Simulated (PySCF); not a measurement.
MgCl₂, SMILES [Cl][Mg][Cl]. Coordinates come from a PBE-D3(BJ)/def2-TZVP optimisation. The isomer is the one that the SMILES or the coordinates give; other isomers of the formula were not compared.

Computed with PBE-D3(BJ)/def2-TZVP in PySCF.

Harmonic wavenumbers (cm⁻¹): 107, 107, 313, 604. Rotational constants (GHz): 1.497 (linear); symmetry number 2.

Work out the zero-point energy and the ideal-gas rigid-rotor harmonic-oscillator thermochemistry at 298.15 K and 1 atm.

ZPE = ½ Σ hcν = ½ × 1132 cm⁻¹ = 1.62 kcal/mol. H − E(el) = 4.95 kcal/mol. Entropy in cal/(mol K): translation 39.57, rotation 17.16, vibration 8.42, total 65.16. G − E(el) = -14.48 kcal/mol. Cp = 13.51 cal/(mol K). Modes under 150 cm⁻¹ make the vibrational entropy uncertain.
